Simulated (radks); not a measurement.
Task: Hg64+, configuration [Ne] 3s2 3p4. Calculated with a radial shooting solver on a logarithmic mesh with Libxc functionals: Dirac Kohn-Sham, relativistic LDA (MacDonald-Vosko exchange, VWN5 correlation), spin-unpolarised, spherical densities, finite nucleus; open shells fill j = l - 1/2 first; Fermi nuclear charge, rms radius 5.4648 fm.

Spin-orbit splittings of the eigenvalues, e(l+1/2) - e(l-1/2), with zeta = 2 splitting/(2l+1) and mean radii in bohr:

| shell | occ. | splitting (eV) | zeta (eV) | <r> j=l-1/2 | <r> j=l+1/2 |
|---|---|---|---|---|---|
| 2p | 6 | ? | ? | 0.05655 | 0.06490 |
| 3p | 4 | 520.1 | 346.8 | 0.1573 | 0.1699 |

Estimate the 2p splitting.

Result: 1960 eV (zeta = 1307 eV).
